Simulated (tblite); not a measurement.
Compound: C2H9FSSi2.
Numbering: `[CH3:1][SiH2:2][C@H:3]([F:4])[SiH2:5][SH:6]` (hydrogens: H7, H8, H9 on C1; H10, H11 on Si2; H12 on C3; H13, H14 on Si5; H15 on S6)

Cartesian coordinates in Å at the GFN2-xTB level; atoms count from 1:
```
atom  x, y, z in Å
C1     1.8841    0.6649   -0.5373
Si2    1.1965   -0.9368    0.2021
C3    -0.5522   -0.5729    0.9391
F4    -0.9389   -1.7147    1.6568
Si5   -1.9844   -0.1797   -0.2673
S6    -1.6382    1.7515   -1.1552
H7     2.8597    0.4923   -0.9807
H8     2.0010    1.4406    0.2152
H9     1.2345    1.0586   -1.3140
H10    2.0232   -1.4187    1.3120
H11    1.0309   -1.9831   -0.8110
H12   -0.4762    0.2135    1.7008
H13   -1.9994   -1.0857   -1.4040
H14   -3.2519   -0.1330    0.4547
H15   -1.3929    2.4112   -0.0331
```

Method: GFN2-xTB as coded in tblite; computed harmonic values from a numerical Hessian at the method's own geometry, unscaled. Against measured fundamentals such values can be off by several per cent, at times by over 20. Modes of hydrogen on silicon and sulfur can be 10 to 20 % off. One conformer, not necessarily the lowest.

Harmonic wavenumbers (cm⁻¹): 31.9, 63.1, 95.7, 112.4, 136.7, 144.7, 201.6, 247.1, 304.7, 440.3, 445.2, 503.8, 536.7, 545.2, 640.3, 657.9, 677.4, 732.9, 754.4, 764.1, 781.1, 814.3, 823.3, 844.0, 974.7, 1067.0, 1255.5, 1374.4, 1476.5, 1483.6, 2243.4, 2254.1, 2294.2, 2349.4, 2466.5, 2880.8, 3030.1, 3039.2, 3051.0.

A = 2016, B = 1280, C = 842.5 MHz; mass 139.995 u (most abundant isotopes); point group C1, symmetry number 1.

What is the zero-point energy?

½Σν̃ = 21270 cm⁻¹ = 60.81 kcal/mol.

What is S at 400 K and 1 bar for an ideal gas of classical rigid rotors and harmonic oscillators?

Translation 42.21, rotation 30.26, vibration 44.42: S = 116.9 cal/(mol K).

And Cp and H(400 K) − H(0)?

Cp = 47.19 cal/(mol K), of which vibrations give 39.24 (their classical limit is 39 R = 77.5); H(400 K) − H(0) = 11.93 kcal/mol without the zero-point energy, 8.75 from vibrations.

Blend soft modes into free rotors: weight 1/[1 + (100 cm⁻¹/ν̃)⁴] for the oscillator and the rest for a rotor with moment μB/(μ + B), μ = h/(8π²ν), B = 10⁻⁴⁴ kg m². What vibrational entropy results?

40.24 cal/(mol K) in place of 44.42, which changes −T·S at 400 K by +1.67 kcal/mol.

How do the functions run with temperature in this model?

```
T (K)  S (cal/(mol K))  Cp (cal/(mol K))  H − H(0) (kcal/mol)  G − H(0) (kcal/mol)  ln q(vib)
  100             72.7              20.7                 1.44                -5.83       2.42
  200             90.1              30.7                 4.01               -14.01       5.56
  300            104.3              40.0                 7.55               -23.75       8.52
  500            128.0              52.7                16.93               -47.08      14.02
  800            155.4              63.8                34.55               -89.79      21.24
 1000            170.2              68.6                47.81              -122.39      25.46
```

q(vib) and H(0) count from the zero-point level.

What must be added to the electronic energy to get the Gibbs energy at 400 K and 1 bar?

ZPE + [H(400 K) − H(0)] − T·S = 60.81 + 11.93 − 46.75 = 25.99 kcal/mol.

Which modes carry the vibrational entropy at 400 K?

31.9 cm⁻¹: 6.29; 63.1 cm⁻¹: 4.94; 95.7 cm⁻¹: 4.12; 112.4 cm⁻¹: 3.80; 136.7 cm⁻¹: 3.42; 144.7 cm⁻¹: 3.31 cal/(mol K); the other 33 give 18.55 together.

Hindered rotation and anharmonicity are outside this model. Other conformers, if any are populated, would add a mixing term that is left out. The structure is chiral; the term R ln 2 for an equal mix with its mirror image is left out.
